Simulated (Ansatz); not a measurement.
Relaxation of CH7FSSi2 (12 atoms, charge 0, multiplicity 1), to a largest force component of 0.02 eV/Å in at most 50 steps.

Method: UKS PBE-D4/6-31G* in Ansatz.

```xyz
12
Properties=species:S:1:pos:R:3:forces:R:3
C -1.531 1.240 1.651 -1.89 2.72 -0.89
S 0.129 0.907 1.205 2.11 -0.52 -0.30
Si -0.111 -0.231 -0.621 3.36 2.79 0.46
F -1.137 -1.328 -0.344 -3.21 -3.21 0.53
Si 1.910 -1.213 -1.273 0.55 0.49 0.98
H -2.063 1.881 0.847 0.53 -0.85 0.86
H -2.119 0.368 1.818 -0.65 -1.06 0.31
H -1.557 1.895 2.552 0.19 -0.42 -0.14
H -0.581 0.713 -1.611 -0.63 0.52 -0.88
H 1.740 -1.979 -2.493 -0.16 -0.48 -0.83
H 2.425 -2.140 -0.200 -0.10 0.06 -0.09
H 2.973 -0.168 -1.497 -0.11 -0.03 -0.03
```

Q: Where does it end, and by what steps?

A: It converged. The force dipped under the threshold on the way, but the program's further checks kept it going. After 15 steps the energy has fallen by 0.552 eV; S2 moved furthest, 0.59 Å.

```json
{"step": "0", "energy less start (eV)": "0.0000", "largest force component (eV/Å)": "3.365", "accepted": "yes"}
{"step": "1", "energy less start (eV)": "-0.3640", "largest force component (eV/Å)": "2.389", "accepted": "yes"}
{"step": "2", "energy less start (eV)": "-0.5098", "largest force component (eV/Å)": "0.663", "accepted": "yes"}
{"step": "3", "energy less start (eV)": "-0.5266", "largest force component (eV/Å)": "0.188", "accepted": "yes"}
{"step": "4", "energy less start (eV)": "-0.5343", "largest force component (eV/Å)": "0.133", "accepted": "yes"}
{"step": "5", "energy less start (eV)": "-0.5422", "largest force component (eV/Å)": "0.075", "accepted": "yes"}
{"step": "6", "energy less start (eV)": "-0.5465", "largest force component (eV/Å)": "0.071", "accepted": "yes"}
{"step": "7", "energy less start (eV)": "-0.5470", "largest force component (eV/Å)": "0.083", "accepted": "yes"}
{"step": "8", "energy less start (eV)": "-0.5401", "largest force component (eV/Å)": "0.287", "accepted": "no"}
{"step": "9", "energy less start (eV)": "-0.5505", "largest force component (eV/Å)": "0.044", "accepted": "yes"}
{"step": "10", "energy less start (eV)": "-0.5497", "largest force component (eV/Å)": "0.125", "accepted": "no"}
{"step": "11", "energy less start (eV)": "-0.5517", "largest force component (eV/Å)": "0.024", "accepted": "yes"}
{"step": "12", "energy less start (eV)": "-0.5520", "largest force component (eV/Å)": "0.028", "accepted": "yes"}
{"step": "13", "energy less start (eV)": "-0.5521", "largest force component (eV/Å)": "0.026", "accepted": "yes"}
{"step": "14", "energy less start (eV)": "-0.5523", "largest force component (eV/Å)": "0.017", "accepted": "yes"}
{"step": "15", "energy less start (eV)": "-0.5524", "largest force component (eV/Å)": "0.012", "accepted": "yes"}
```

```xyz
12
Properties=species:S:1:pos:R:3
C -1.496 1.358 1.593
S 0.058 0.372 1.443
Si -0.187 -0.446 -0.515
F -1.245 -1.696 -0.553
Si 1.932 -1.137 -1.246
H -1.640 1.999 0.710
H -2.366 0.699 1.727
H -1.383 1.994 2.485
H -0.796 0.628 -1.377
H 1.821 -1.921 -2.521
H 2.605 -1.985 -0.208
H 2.774 0.080 -1.503
```

The run took 34 s on 2 threads of Intel(R) Xeon(R) Platinum 8559C (Emerald Rapids), on a shared host, peak memory 0.21 GiB.
